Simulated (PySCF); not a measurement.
**Magnetic susceptibility: `CC/C(Cl)=C\C(=O)Cl`, C5H6Cl2O**

Molfile (atoms numbered from 1):
```
C5H6Cl2O
     RDKit          3D

 14 13  0  0  0  0  0  0  0  0999 V2000
   -1.6737   -0.5348    0.5859 C   0  0  0  0  0  0  0  0  0  0  0  0
   -0.9123   -0.1241   -0.6803 C   0  0  0  0  0  0  0  0  0  0  0  0
    0.0790    0.9376   -0.3569 C   0  0  0  0  0  0  0  0  0  0  0  0
   -0.5384    2.5388   -0.3943 Cl  0  0  0  0  0  0  0  0  0  0  0  0
    1.3662    0.7621   -0.0058 C   0  0  0  0  0  0  0  0  0  0  0  0
    2.0027   -0.5350    0.0628 C   0  0  0  0  0  0  0  0  0  0  0  0
    1.5446   -1.6243   -0.0913 O   0  0  0  0  0  0  0  0  0  0  0  0
    3.7328   -0.3696    0.4371 Cl  0  0  0  0  0  0  0  0  0  0  0  0
   -0.9852   -0.9575    1.3122 H   0  0  0  0  0  0  0  0  0  0  0  0
   -2.4187   -1.2844    0.3361 H   0  0  0  0  0  0  0  0  0  0  0  0
   -2.1741    0.3227    1.0291 H   0  0  0  0  0  0  0  0  0  0  0  0
   -1.6185    0.2504   -1.4226 H   0  0  0  0  0  0  0  0  0  0  0  0
   -0.3920   -0.9954   -1.0777 H   0  0  0  0  0  0  0  0  0  0  0  0
    1.9868    1.6131    0.2286 H   0  0  0  0  0  0  0  0  0  0  0  0
  1  2  1  0
  2  3  1  0
  3  4  1  0
  3  5  2  0
  5  6  1  0
  6  7  2  0
  6  8  1  0
  1  9  1  0
  1 10  1  0
  1 11  1  0
  2 12  1  0
  2 13  1  0
  5 14  1  0
M  END
```

Computed with GIAO PBE/pcSseg-1 magnetisability, rotational g tensor and spin-rotation constants, non-relativistic, gas phase (PySCF 2.14.0). Geometry: GFN2-xTB.

Question: How diamagnetic is it, and how anisotropic?

Answer: Isotropic -1324 × 10⁻³⁰ J/T², or -79.7 × 10⁻⁶ cm³/mol; principal values -1430, -1332, -1210 × 10⁻³⁰ J/T², anisotropy 191 × 10⁻³⁰ J/T² (root of half the summed squared differences of the principal values). The susceptibility is in cgs units.

Question: Split it along the inertial axes a, b, c into diamagnetic and paramagnetic parts about the centre of mass, with the quadrupole moment.

Answer: 
```csv
axis,χ (10⁻⁶ cm³/mol),diamagnetic (10⁻⁶ cm³/mol),paramagnetic (10⁻⁶ cm³/mol),summed x² of all electrons (Å²),quadrupole Θ (D Å)
a,-79.7,-632.1,552.4,331.3,-3.37
b,-74.0,-1513.9,1439.8,123.4,+1.57
c,-85.5,-1929.0,1843.5,25.6,+1.80
```
Anisotropies 2χaa − χbb − χcc = +0.1 and 2χbb − χaa − χcc = +17.1 × 10⁻⁶ cm³/mol. Θ is traceless in Buckingham's convention.

Question: And the rotational g tensor?

Answer: 
```tsv
axis	rotational constant (GHz)	g	nuclear part	electronic part
a	2.2965	-0.0308	0.5652	-0.5960
b	0.7781	-0.0136	0.5127	-0.5263
c	0.6083	-0.0074	0.5195	-0.5268
```
Asymmetric top; isotopes 12C, 35Cl, 1H, 16O; no vibrational averaging.
